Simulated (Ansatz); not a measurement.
Basis-set extrapolation for ClFH5NSi2, SMILES `F[SiH](Cl)N[SiH3]` (PBE0-D4/def2-TZVP geometry, frozen core, Ansatz). Multiplicity 1, RHF reference.

```
                       def2-TZVPP    def2-QZVPP
                 HF  -1194.461457  -1194.500799
    MP2 correlation     -0.890691     -0.969277
CCSD(T) correlation     -0.973586       not run
```

Energies in hartree. Use E(X) = E(∞) + A·exp(−7.88·√X) for Hartree–Fock and E(X) = E(∞) + B·X^(−2.97) for correlation, with X = 3 and 4, and add CCSD(T) minus MP2 of the smaller set to the MP2 limit.

Question: What is the CCSD(T) energy at the basis-set limit?

Answer: HF limit: -1194.500799 + (-0.039342) × 0.13774 = -1194.50622. MP2 limit: -0.969277 + (-0.078586) × 0.74074 = -1.02749. Higher-order term: -0.973586 − (-0.890691) = -0.08289. Total: -1195.61660 hartree, 476.7 kJ/mol below CCSD(T)/def2-TZVPP.
